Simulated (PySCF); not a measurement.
Sn(F)2(OH)(NH2) (F2H3NOSn), SMILES [NH2][Sn]([OH])([F])[F].

The structure is a stationary point at PBE-D3(BJ)/def2-SVP. A frequency run showed that this geometry is not a minimum. The structure was generated by enumeration; whether it is a known compound was not checked. The def2 effective core potentials stand for the cores of Sn; spin–orbit coupling is left out. The values are those of a single conformer.

Method: TDDFT-B3LYP/def2-SVPD in PySCF.

Vertical excitations. The molecule is in vacuum.

### Question
Give excitation energies, oscillator strengths and character. (The exact figures need the calculation; the answer reports its results.)

### Answer

```tsv
state	energy (eV)	λ (nm)	f	main pairs
S1	4.81	258	0.042	HOMO→LUMO 95 %
S2	5.35	232	0.028	HOMO−1→LUMO 96 %
S3	6.48	191	0.116	HOMO−2→LUMO 87 %
S4	6.64	187	0.032	HOMO−3→LUMO 92 %
S5	6.70	185	0.001	HOMO−5→LUMO 87 %
S6	6.82	182	0.056	HOMO−4→LUMO 72 %
S7	7.22	172	0.030	HOMO−6→LUMO 84 %
S8	7.50	165	0.038	HOMO→LUMO+1 72 %, HOMO→LUMO+2 21 %
S9	7.68	161	0.015	HOMO→LUMO+2 76 %, HOMO→LUMO+1 20 %
S10	7.90	157	0.031	HOMO−7→LUMO 53 %, HOMO→LUMO+3 36 %
T1	4.08	304	0	HOMO→LUMO 97 %
T2	4.86	255	0	HOMO−1→LUMO 96 %
T3	5.47	227	0	HOMO−2→LUMO 96 %
T4	6.17	201	0	HOMO−3→LUMO 96 %
```
Triplets are in the Tamm–Dancoff approximation, which puts them higher than full response would, so one can lie above its singlet here.
